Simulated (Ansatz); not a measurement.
**Nudged elastic band run: C4H13NSi**

Input file:

```yaml
crystal:
  periodic: [false, false, false]
  atoms:
    - { symbol: Si, position_ang: [0.071431, -0.110813, 0.301672] }
    - { symbol: H, position_ang: [-0.080219, -0.258638, 1.77786] }
    - { symbol: C, position_ang: [1.902615, 0.041315, -0.138296] }
    - { symbol: H, position_ang: [2.443049, -0.877548, 0.103797] }
    - { symbol: H, position_ang: [2.05667, 0.26018, -1.198846] }
    - { symbol: H, position_ang: [2.351129, 0.859547, 0.432976] }
    - { symbol: C, position_ang: [-0.8285, 1.471369, -0.22638] }
    - { symbol: H, position_ang: [-1.889566, 1.427207, 0.036565] }
    - { symbol: H, position_ang: [-0.3978, 2.348807, 0.266113] }
    - { symbol: H, position_ang: [-0.757308, 1.626108, -1.307721] }
    - { symbol: "N", position_ang: [-0.599675, -1.571739, -0.394691] }
    - { symbol: C, position_ang: [-1.784893, -2.182899, 0.168319] }
    - { symbol: H, position_ang: [-1.883994, -1.930288, 1.224762] }
    - { symbol: H, position_ang: [-2.70768, -1.869298, -0.340898] }
    - { symbol: H, position_ang: [-1.726674, -3.274785, 0.095875] }
    - { symbol: C, position_ang: [-0.389868, -1.926515, -1.781301] }
    - { symbol: H, position_ang: [-1.212581, -1.597902, -2.432677] }
    - { symbol: H, position_ang: [0.531882, -1.485022, -2.16351] }
    - { symbol: H, position_ang: [-0.299417, -3.013085, -1.892019] }
basis:
  gaussian: { orbitals: cc-pVDZ }
hamiltonian:
  xc: hf
neb:
  order_check: false
  images: 7
  f_tol: 0.05
  max_iterations: 60
  initial_path: linear
  final_atoms:
    - { symbol: Si, position_ang: [-1.72813361, 0.21773932, 0.49552873] }
    - { symbol: H, position_ang: [2.56918912, 0.27603936, 1.55001635] }
    - { symbol: C, position_ang: [2.76864484, -0.31175164, 0.65253726] }
    - { symbol: H, position_ang: [1.85088302, -0.8073413, 0.33205248] }
    - { symbol: H, position_ang: [3.12577184, 0.34610869, -0.14123526] }
    - { symbol: H, position_ang: [3.52990915, -1.06196388, 0.87120718] }
    - { symbol: C, position_ang: [-1.37084923, 1.60856107, -0.78902492] }
    - { symbol: H, position_ang: [-2.04707198, 1.56019237, -1.65044123] }
    - { symbol: H, position_ang: [-1.51168643, 2.58193575, -0.31087515] }
    - { symbol: H, position_ang: [-0.34292223, 1.56898849, -1.1673791] }
    - { symbol: "N", position_ang: [-1.44625079, -1.23030102, -0.41725531] }
    - { symbol: C, position_ang: [-1.62922699, -2.51742271, 0.23492524] }
    - { symbol: H, position_ang: [-1.9176732, -2.3793165, 1.27623787] }
    - { symbol: H, position_ang: [-2.41030986, -3.10375921, -0.26121685] }
    - { symbol: H, position_ang: [-0.70556584, -3.10563642, 0.21139257] }
    - { symbol: C, position_ang: [-1.06178885, -1.38788637, -1.80765939] }
    - { symbol: H, position_ang: [-1.82776022, -1.94012027, -2.3633838] }
    - { symbol: H, position_ang: [-0.92068062, -0.42701099, -2.29251928] }
    - { symbol: H, position_ang: [-0.12587713, -1.95105372, -1.89130738] }
```

Command:

```bash
$ ansatz run input.yaml --threads 4 --pin off --max-ram 5120MiB --backend cpu --events-out ev --progress --plain --runs-dir out
```

Output, in part (warnings, iteration lines, the closing report on the highest movable image, with atoms numbered from 0):

```
NEB end point (image 0): max|allowed force component| = 2.680e-2 eV/Å (the criterion of neb.relax_end_points is 1.000e-2)
NEB end point (image 8): max|allowed force component| = 1.659e-2 eV/Å (the criterion of neb.relax_end_points is 1.000e-2)
NEB iter   1: max|band force component| = 3.696e1 eV/Å  barrier→ = 20.2723 eV  barrier← = 18.9489 eV  Δτ_max = 0.2000 Å  (383 SCF iters)
NEB iter   2: max|band force component| = 8.732e0 eV/Å  barrier→ = 6.3997 eV  barrier← = 5.0763 eV  Δτ_max = 0.2000 Å  (231 SCF iters)
NEB iter   3: max|band force component| = 5.251e0 eV/Å  barrier→ = 4.7624 eV  barrier← = 3.4390 eV  Δτ_max = 0.2000 Å  (231 SCF iters)
NEB iter   4: max|band force component| = 3.460e0 eV/Å  barrier→ = 4.2154 eV  barrier← = 2.8920 eV  Δτ_max = 0.2000 Å  (232 SCF iters)
NEB iter   5: max|band force component| = 1.726e0 eV/Å  barrier→ = 3.4064 eV  barrier← = 2.0830 eV  Δτ_max = 0.1985 Å  (229 SCF iters)
NEB iter   6: max|band force component| = 1.461e0 eV/Å  barrier→ = 2.4106 eV  barrier← = 1.0872 eV  Δτ_max = 0.1965 Å  (226 SCF iters)
NEB iter   7: max|band force component| = 7.591e-1 eV/Å  barrier→ = 2.1724 eV  barrier← = 0.8490 eV  Δτ_max = 0.1975 Å  (222 SCF iters)
NEB iter   8: max|band force component| = 5.204e-1 eV/Å  barrier→ = 2.0664 eV  barrier← = 0.7430 eV  Δτ_max = 0.1694 Å  (219 SCF iters)
NEB iter   9: max|band force component| = 9.620e-1 eV/Å  barrier→ = 1.9809 eV  barrier← = 0.6575 eV  CI = image 4  Δτ_max = 0.2000 Å  (218 SCF iters)
NEB iter  10: max|band force component| = 1.677e0 eV/Å  barrier→ = 2.4723 eV  barrier← = 1.1488 eV  CI = image 4  Δτ_max = 0.1990 Å  (221 SCF iters)
NEB iter  11: max|band force component| = 1.950e0 eV/Å  barrier→ = 2.7747 eV  barrier← = 1.4512 eV  CI = image 4  Δτ_max = 0.1993 Å  (220 SCF iters)
NEB iter  12: max|band force component| = 2.086e0 eV/Å  barrier→ = 3.3939 eV  barrier← = 2.0705 eV  CI = image 4  Δτ_max = 0.2000 Å  (213 SCF iters)
NEB iter  13: max|band force component| = 1.976e0 eV/Å  barrier→ = 3.6049 eV  barrier← = 2.2815 eV  CI = image 4  Δτ_max = 0.1988 Å  (222 SCF iters)
NEB iter  14: max|band force component| = 2.328e0 eV/Å  barrier→ = 3.8288 eV  barrier← = 2.5054 eV  CI = image 4  Δτ_max = 0.1958 Å  (225 SCF iters)
NEB iter  15: max|band force component| = 1.454e0 eV/Å  barrier→ = 4.1536 eV  barrier← = 2.8301 eV  CI = image 4  Δτ_max = 0.2000 Å  (225 SCF iters)
NEB iter  16: max|band force component| = 9.126e-1 eV/Å  barrier→ = 4.1002 eV  barrier← = 2.7768 eV  CI = image 4  Δτ_max = 0.1208 Å  (219 SCF iters)
NEB iter  17: max|band force component| = 6.186e-1 eV/Å  barrier→ = 4.0525 eV  barrier← = 2.7291 eV  CI = image 4  Δτ_max = 0.1947 Å  (227 SCF iters)
NEB iter  18: max|band force component| = 4.380e-1 eV/Å  barrier→ = 4.0491 eV  barrier← = 2.7256 eV  CI = image 4  Δτ_max = 0.0865 Å  (225 SCF iters)
NEB iter  19: max|band force component| = 2.564e-1 eV/Å  barrier→ = 4.0331 eV  barrier← = 2.7097 eV  CI = image 4  Δτ_max = 0.0320 Å  (221 SCF iters)
NEB iter  20: max|band force component| = 6.181e-2 eV/Å  barrier→ = 4.0276 eV  barrier← = 2.7041 eV  CI = image 4  Δτ_max = 0.0500 Å  (205 SCF iters)
NEB iter  21: max|band force component| = 4.276e-2 eV/Å  barrier→ = 4.0257 eV  barrier← = 2.7023 eV  CI = image 4  Δτ_max = 0.0000 Å  (464 SCF iters)
Total energy: -13668.50327174 eV, -502.3082303922 hartree
Atom 0 at    -0.436954     0.061401     0.461565 Å, force     0.023075     0.005340     0.019829 eV/Å
Atom 1 at     0.649117    -0.307128     1.439970 Å, force    -0.010006     0.006757     0.023015 eV/Å
Atom 2 at     1.764561    -0.454241     0.369496 Å, force    -0.017215    -0.008379    -0.023205 eV/Å
Atom 3 at     2.177916    -1.258905     0.980031 Å, force    -0.002302     0.007545    -0.004822 eV/Å
Atom 4 at     1.761494    -0.771800    -0.675645 Å, force     0.008775     0.007493     0.006435 eV/Å
Atom 5 at     2.353681     0.454806     0.494970 Å, force     0.001267    -0.006237    -0.004462 eV/Å
Atom 6 at    -0.195093     1.642085    -0.553101 Å, force    -0.001179     0.003675    -0.010682 eV/Å
Atom 7 at    -1.166426     2.089978    -0.777985 Å, force    -0.000963    -0.005741     0.005126 eV/Å
Atom 8 at     0.374345     2.363641     0.037152 Å, force    -0.001234    -0.001280     0.001690 eV/Å
Atom 9 at     0.333109     1.479572    -1.496297 Å, force    -0.001746     0.001282     0.001078 eV/Å
Atom 10 at    -1.188095    -1.208590    -0.461118 Å, force    -0.012641    -0.027196     0.010734 eV/Å
Atom 11 at    -1.889225    -2.294930     0.193737 Å, force     0.013979     0.017086    -0.012762 eV/Å
Atom 12 at    -2.116039    -2.034389     1.227102 Å, force     0.000328    -0.000991     0.001027 eV/Å
Atom 13 at    -2.835192    -2.509869    -0.316247 Å, force     0.001570     0.004325    -0.000029 eV/Å
Atom 14 at    -1.300937    -3.222267     0.200837 Å, force    -0.006839     0.002216     0.000615 eV/Å
Atom 15 at    -0.921540    -1.470159    -1.858715 Å, force    -0.001372    -0.007050    -0.004752 eV/Å
Atom 16 at    -1.851978    -1.686188    -2.395082 Å, force     0.004757     0.000828    -0.006641 eV/Å
Atom 17 at    -0.461550    -0.607229    -2.338867 Å, force     0.005869    -0.001043    -0.002783 eV/Å
Atom 18 at    -0.252593    -2.329787    -2.000203 Å, force    -0.004123     0.001370     0.000589 eV/Å
Dipole moment:     0.077141    -0.083104    -0.209074 e Å
```

It converged. Neighbouring images differ by up to 3.8 eV, so the band resolves the path poorly. Another band between the same ends (7 images) ends at a top of the same energy, where a vibrational analysis finds 1 clearly imaginary mode. The orbitals stay closed-shell, which can raise the energy where a bond breaks towards radicals; this wasn't checked here.

Final band (atoms are numbered from 1 in the order of the input):

```tsv
image	path coordinate (Å)	energy (eV)	Si1–H2 (Å)	Si1–C3 (Å)	H2–C3 (Å)
0	0.00	0.00	1.49	1.89	2.77
1	1.09	0.01	1.49	1.89	2.77
2	2.19	0.01	1.49	1.89	2.77
3	3.28	0.22	1.47	1.89	2.54
4	4.37	4.03	1.51	2.26	1.55
5	6.13	1.41	2.90	3.58	1.09
6	7.89	1.33	3.77	4.29	1.09
7	9.65	1.33	3.92	4.47	1.09
8	11.40	1.32	4.43	4.53	1.09
```

Run time: 4.3 min on 4 threads of Arm Neoverse V2, with other jobs on the host, peak memory 0.44 GiB.
